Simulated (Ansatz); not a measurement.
Program: Ansatz. Geometries: PBE0-D4/def2-TZVP. ΔE: electronic, gas phase. CCSD(T)/CBS is the MP2 limit (def2-TZVPP, def2-QZVPP) plus CCSD(T) − MP2 in def2-TZVPP, frozen cores. This one scheme is used for every species, atoms too. Functionals use def2-TZVPP. No spin–orbit coupling; open shells (•) take unrestricted orbitals. Spin–orbit coupling would lower the free atoms: a little for C, F, Si. Each species was taken in one conformer, which may not be the lowest.

Consider the atomization: `CC[Si]F` → 2 C• + F• + 5 H• + Si•.

```csv
level,ΔE (kJ/mol)
BLYP-D4,3417.6
PBE0-D4,3422.3
ωB97X-V,3430.4
r2SCANh,3398.1
CCSD/def2-SVP,3215.6
SCS-MP2/def2-TZVPP,3374.0
SCS-MP2/def2-QZVPP,3429.9
CCSD/CBS(def2),3384.7
```

(1) What does CCSD(T)/CBS give? (Estimate.)

Largest T1 diagnostic among the species: 0.013.

## Answers

(1) Ansatz gave: +3428.4 kJ/mol. The listed levels differ from it by -10.8, -6.1, 2.0, -30.3, -212.8, -54.4, 1.5, -43.7 kJ/mol.

From BLYP to BHLYP (50 % exact exchange), in def2-TZVPP and without D4, ΔE moves by −66.9 kJ/mol: exact exchange takes away binding that semilocal exchange gives to molecules. The D4 term adds +25.5 kJ/mol with B3LYP and +13.2 kJ/mol with PBE0; it sums over pairs of atoms, weighted by their polarisabilities, and B3LYP, whose exchange is more repulsive, gets the larger term. At CCSD(T), def2-SVP lies −183.7 kJ/mol from the extrapolated value and def2-TZVPP −84.7 kJ/mol: correlation converges slowly with the basis, and small sets miss more of it in the bonded molecule than in its fragments.

B3LYP here is the variant with VWN-RPA as its local correlation; programs differ in this.

For atomizations the MP2-based limit and the directly extrapolated one differ by several kJ/mol either way, and by 10 to 25 for some Ge, Se and Sn compounds, so smaller differences from it don't rank the levels.
